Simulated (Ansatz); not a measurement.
A nudged elastic band was laid between two geometries of C₂H₁₀BN (14 atoms, charge 0, multiplicity 1).

These are results of RKS B3LYP/6-31G* (Ansatz), not measurements.

```
movable images  : 5
climbing image  : yes
spring          : 5.0 eV/Å²
optimiser       : quadratic models (default)
start path      : through a guess of the saddle point
force threshold : 0.03 eV/Å
iteration limit : 60
end points      : relaxed
```

Image 0:

```xyz
14
Properties=species:S:1:pos:R:3
B 0.052 0.136 0.082
H 0.058 -0.602 1.050
C 1.424 0.104 -0.770
H 1.572 -0.910 -1.168
H 1.445 0.774 -1.644
H 2.324 0.325 -0.172
H -0.965 0.025 -0.577
N -0.111 1.645 0.789
H 0.722 1.822 1.353
C -0.335 2.778 -0.143
H -1.233 2.562 -0.724
H -0.453 3.726 0.393
H 0.515 2.841 -0.823
H -0.890 1.581 1.444
```

Image 6:

```xyz
14
Properties=species:S:1:pos:R:3
B 0.423 0.800 -0.964
H -0.761 0.260 2.925
C 1.608 -0.246 -0.939
H 1.224 -1.259 -0.752
H 2.101 -0.293 -1.920
H 2.381 -0.038 -0.188
H -0.484 0.694 -1.746
N 0.382 1.890 -0.089
H 1.140 2.016 0.574
C -0.632 2.932 -0.020
H -1.404 2.724 -0.764
H -1.107 2.970 0.969
H -0.209 3.924 -0.232
H -0.536 0.432 2.237
```

(1) What changes between the two ends?

(2) Give the energies along the band, and the barrier.

(3) What is the geometry of the highest image?

## Answers

(1) Bonds broken: B1–H2, N8–H14. Bonds formed: H2–H14. C2H10BN becomes C2H8BN + H2.

(2) The forces met the threshold. The highest image is number 3 of 0 to 6, 40.9 kcal/mol above the first end and 46.3 kcal/mol above the last; the last end lies 5.5 kcal/mol below the first. The profile has 2 maxima (images 1, 3) with wells between them (image 2): this band takes more than one step, which may be the mechanism or a detour left from its start path. A structure lower than the first end lies on the path between it and the top, so the climb from that side starts below the end, which may itself be a saddle point or a shallow side well. Neighbouring images differ by up to 1.8 eV, so the band resolves the path poorly. A vibrational analysis at the climbing image gives one clearly imaginary mode, 1448i cm⁻¹: a first-order saddle point. The orbitals stay closed-shell, which can raise the energy where a bond breaks towards radicals; this wasn't checked here.

```tsv
image	path coordinate (Å)	energy (kcal/mol)	B1–H2 (Å)	N8–H14 (Å)	H2–H14 (Å)
0	0.00	0.0	1.22	1.02	2.41
1	2.08	1.8	1.22	1.02	2.31
2	4.16	-0.3	1.22	1.02	2.44
3	6.24	40.9	1.41	1.40	0.98
4	7.67	-0.8	2.72	2.49	0.74
5	9.09	-5.1	3.61	2.98	0.74
6	10.52	-5.5	4.10	2.90	0.74
```

(3) 
```xyz
14
Properties=species:S:1:pos:R:3
B 0.142 0.491 -0.296
H -0.474 -0.226 0.749
C 1.527 -0.241 -0.578
H 1.393 -1.284 -0.889
H 2.049 0.273 -1.398
H 2.207 -0.242 0.286
H -0.728 0.488 -1.124
N 0.230 1.862 0.483
H 1.168 2.117 0.774
C -0.596 2.995 0.089
H -1.643 2.678 0.034
H -0.528 3.803 0.827
H -0.321 3.397 -0.898
H -0.301 0.694 1.033
```

Time of the run: 12 min on 1 thread of Arm Neoverse V1, on a shared host, peak memory 0.17 GiB.
